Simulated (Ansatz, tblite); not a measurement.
Removing an electron: GeCl₂. The state is a singlet with charge 0. Geometry: PBE-D4/def2-TZVP. Ansatz, gas phase; energy differences of separate SCF runs; the oxidised species was run as a doublet alone.

```xyz
3

Ge    0.167   -0.867   -0.321
Cl    0.950    1.071   -1.023
Cl   -1.117   -0.204    1.345
```

The xTB rows come from tblite. Correlated methods freeze 19 core orbitals; core or outer-core shells of Ge are correlated, in sets that lack core-valence functions.

```tsv
level	−HOMO (eV)	vertical IE (eV)	−LUMO (eV)	HOMO–LUMO gap (eV)
GFN1-xTB	10.78	13.77	8.13	2.65
GFN2-xTB	11.47	14.67	7.80	3.67
HF/def2-TZVPP	–	9.68	–	–
PBE-D4/def2-TZVP	7.05	10.14	3.86	3.18
r2SCAN-D4/def2-TZVP	7.36	10.30	3.86	3.49
PBE0-D4/def2-TZVP	8.17	10.34	3.15	5.01
MP2/def2-TZVPP	–	10.44	–	–
CCSD/def2-TZVPP	–	10.38	–	–
CCSD(T)/def2-TZVPP	–	10.34	–	–
```

Relaxing the oxidised species (PBE-D4/def2-TZVP) changes its energy by -0.29 eV at PBE-D4/def2-TZVP, so the adiabatic ionisation energy to this nearest minimum is 9.85 eV. At PBE0-D4/def2-TZVP it is 9.93 eV.   Raw xTB energy differences between charge states are shifted by several eV; the methods need an empirical correction for them.
